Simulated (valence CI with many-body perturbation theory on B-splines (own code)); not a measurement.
La26+: calculated level list

Method: relativistic CI+MBPT: three valence electrons over a frozen Dirac-Fock core [Ar] 3d10, radial functions for each j: 11 s, 11 p, 10 d, 8 f, 5 g, 2 h, with the one-electron correlation potential Σ1 (screened to all orders), the two-electron term Σ2, the three-electron term Σ3, Breit, model QED; selected single and double excitations, second order for the rest, scaled by the run's own slope (own B-spline code, finite nucleus).

No measured spectrum was set against this ion. As an estimate, large intervals hold to a few tenths of a per cent, small ones and those within an open d or f shell to about a per cent.

Levels 46 to 90 of 176, with energies above the lowest level, (4s^2 4p1/2) J=1/2. "Leading %" is the weight of the configuration and term that name the level; weights of strongly mixed levels are sums over their largest components and can fall short. In the jj column 3d3/2^4 stands for four electrons in 3d with j = 3/2. Lifetimes count E1, E2, E3, M1 and M2 decay at the calculated energies, and are blank where another channel may lead or the interval is too uncertain; long ones can be off by a factor of two.

| No. | Configuration | Term | J | E (cm⁻¹) | Leading % | g | Leading jj | Lifetime |
| --- | --- | --- | --- | --- | --- | --- | --- | --- |
| 46 | 4p2 4d | 4F | 3/2 | 2072000 | 34 | 0.972 | 4p1/2 4p3/2 4d3/2 (93 %) | 8.69 ps |
| 47 | 4p2 4d | 2G | 7/2 | 2073300 | 37 | 1.074 | 4p1/2 4p3/2 4d3/2 (85 %) | 22.0 ps |
| 48 | 4p2 4d | 4D | 1/2 | 2075600 | 83 | 0.134 | 4p1/2 4p3/2 4d3/2 (98 %) | 9.46 ps |
| 49 | 4p2 4d | 4D | 7/2 | 2099800 | 41 | 1.300 | 4p1/2 4p3/2 4d5/2 (96 %) | 16.0 ps |
| 50 | 4p2 4d | 2G | 9/2 | 2120500 | 52 | 1.209 | 4p1/2 4p3/2 4d5/2 (93 %) | 20.9 ps |
| 51 | 4p2 4d | 2P | 3/2 | 2131200 | 37 | 1.162 | 4p1/2 4p3/2 4d5/2 (75 %) | 5.49 ps |
| 52 | 4p2 4d | 4P | 5/2 | 2133300 | 24 | 1.212 | 4p1/2 4p3/2 4d5/2 (73 %) | 5.44 ps |
| 53 | 4p2 4d | 2D | 5/2 | 2159100 | 39 | 1.300 | 4p1/2 4p3/2 4d3/2 (47 %) | 2.91 ps |
| 54 | 4p2 4d | 4P | 3/2 | 2162200 | 46 | 1.410 | 4p1/2 4p3/2 4d3/2 (71 %) | 2.69 ps |
| 55 | 4p2 4d | 2G | 7/2 | 2162800 | 36 | 1.071 | 4p1/2 4p3/2 4d5/2 (68 %) | 8.20 ps |
| 56 | 4p2 4d | 4P | 1/2 | 2166600 | 44 | 1.925 | 4p1/2 4p3/2 4d3/2 (88 %) | 2.68 ps |
| 57 | 4p2 4d | 2D | 5/2 | 2190000 | 39 | 1.106 | 4p1/2 4p3/2 4d5/2 (56 %) | 3.43 ps |
| 58 | 4p2 4d | 2D | 3/2 | 2218500 | 73 | 0.870 | 4p1/2 4p3/2 4d5/2 (79 %) | 5.60 ps |
| 59 | 4p2 4d | 2P | 1/2 | 2224600 | 71 | 0.943 | 4p1/2 4p3/2 4d5/2 (85 %) | 3.86 ps |
| 60 | 4p2 4d | 4D | 7/2 | 2283400 | 45 | 1.278 | 4p3/2^2 4d5/2 (88 %) | 12.1 ps |
| 61 | 4p2 4d | 4F | 9/2 | 2284300 | 38 | 1.224 | 4p3/2^2 4d5/2 (68 %) | 23.6 ps |
| 62 | 4p2 4d | 2P | 1/2 | 2292600 | 58 | 1.038 | 4p3/2^2 4d3/2 (55 %) | 4.00 ps |
| 63 | 4s 4p 4f | 4G | 5/2 | 2293000 | 66 | 0.736 | 4s 4p1/2 4f5/2 (82 %) | 4.91 ps |
| 64 | 4s 4p 4f | 4G | 7/2 | 2299200 | 43 | 1.071 | 4s 4p1/2 4f5/2 (39 %) | 5.58 ps |
| 65 | 4p2 4d | 4P | 3/2 | 2299400 | 27 | 1.113 | 4p3/2^2 4d3/2 (78 %) | 2.94 ps |
| 66 | 4p2 4d | 4P | 5/2 | 2301500 | 16 | 1.178 | 4p3/2^2 4d3/2 (55 %) | 3.15 ps |
| 67 | 4s 4p 4f | 2F | 7/2 | 2311900 | 24 | 1.187 | 4s 4p1/2 4f7/2 (50 %) | 4.23 ps |
| 68 | 4s 4p 4f | 4F | 3/2 | 2319300 | 55 | 0.587 | 4s 4p1/2 4f5/2 (64 %) | 5.52 ps |
| 69 | 4s 4p 4f | 4F | 5/2 | 2328800 | 31 | 1.057 | 4s 4p1/2 4f5/2 (49 %) | 4.70 ps |
| 70 | 4s 4p 4f | 4G | 9/2 | 2329900 | 33 | 1.219 | 4s 4p1/2 4f7/2 (70 %) | 6.43 ps |
| 71 | 4s 4p 4f | 4D | 7/2 | 2342900 | 27 | 1.178 | 4s 4p1/2 4f7/2 (51 %) | 3.65 ps |
| 72 | 4p2 4d | 2S | 1/2 | 2366300 | 43 | 1.950 | 4p3/2^2 4d5/2 (57 %) | 3.01 ps |
| 73 | 4p2 4d | 2P | 3/2 | 2372400 | 39 | 1.107 | 4p3/2^2 4d3/2 (49 %) | 3.15 ps |
| 74 | 4s 4p 4f | 2G | 7/2 | 2373600 | 54 | 0.959 | 4s 4p1/2 4f7/2 (33 %) | 5.30 ps |
| 75 | 4p2 4d | 2D | 5/2 | 2385800 | 65 | 1.161 | 4p3/2^2 4d5/2 (75 %) | 7.60 ps |
| 76 | 4s 4p 4f | 2F | 5/2 | 2394200 | 31 | 1.030 | 4s 4p1/2 4f7/2 (38 %) | 3.44 ps |
| 77 | 4p2 4d | 2D | 3/2 | 2404600 | 52 | 0.947 | 4p3/2^2 4d5/2 (40 %) | 3.08 ps |
| 78 | 4s 4d2 | 4F | 5/2 | 2414800 | 20 | 1.114 | 4p3/2^2 4d5/2 (53 %) | 2.87 ps |
| 79 | 4s 4d2 | 4F | 3/2 | 2415800 | 76 | 0.491 | 4s 4d3/2^2 (60 %) | 1.95 ps |
| 80 | 4s 4d2 | 4F | 5/2 | 2421100 | 57 | 1.101 | 4s 4d3/2 4d5/2 (35 %) | 2.31 ps |
| 81 | 4s 4d2 | 4F | 7/2 | 2426000 | 76 | 1.234 | 4s 4d3/2 4d5/2 (67 %) | 3.09 ps |
| 82 | 4s 4d2 | 4F | 9/2 | 2442500 | 64 | 1.294 | 4s 4d5/2^2 (57 %) | 4.88 ps |
| 83 | 4s 4d2 | 4P | 1/2 | 2447900 | 94 | 2.626 | 4s 4d3/2^2 (56 %) | 2.20 ps |
| 84 | 4s 4d2 | 2G | 9/2 | 2456700 | 48 | 1.135 | 4s 4d3/2 4d5/2 (42 %) | 6.34 ps |
| 85 | 4s 4d2 | 4P | 3/2 | 2460100 | 94 | 1.685 | 4s 4d3/2 4d5/2 (93 %) | 2.42 ps |
| 86 | 4s 4d2 | 4P | 5/2 | 2463000 | 71 | 1.465 | 4s 4d3/2 4d5/2 (68 %) | 2.37 ps |
| 87 | 4s 4d2 | 2G | 7/2 | 2481600 | 48 | 0.951 | 4s 4d3/2 4d5/2 (34 %) | 3.67 ps |
| 88 | 4s 4p 4f | 4G | 11/2 | 2485100 | 100 | 1.271 | 4s 4p3/2 4f7/2 (100 %) | 5.65 ps |
| 89 | 4s 4d2 | 2D | 3/2 | 2489300 | 57 | 0.825 | 4s 4d3/2 4d5/2 (28 %) | 2.62 ps |
| 90 | 4s 4d2 | 2D | 5/2 | 2499700 | 27 | 1.192 | 4s 4d5/2^2 (42 %) | 2.99 ps |

Where two levels of one J and parity lie close, their mixing, g and order are uncertain.
